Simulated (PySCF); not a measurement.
furan-2-ylsilane (C4H6OSi), SMILES c1([SiH3])ccco1.

Coordinates come from a ωB97X-D3(BJ)/def2-SVP optimisation.

Computed with M06-2X/def2-TZVP run with PySCF.

Symmetry labels are those of the subgroup Cs that the program uses (full group Cs).

Question: List the valence orbital energies around the gap with their symmetry. (Estimate from the structure and the level; the computed values follow.)

Answer: 
```csv
orbital,symmetry,energy (eV)
HOMO−7,A',-13.42
HOMO−6,A',-12.77
HOMO−5,A',-12.43
HOMO−4,A",-11.11
HOMO−3,A',-11.10
HOMO−2,A',-10.91
HOMO−1,A",-9.42
HOMO,A",-7.85
LUMO,A",0.58
LUMO+1,A',1.50
LUMO+2,A',2.04
LUMO+3,A",2.40
```
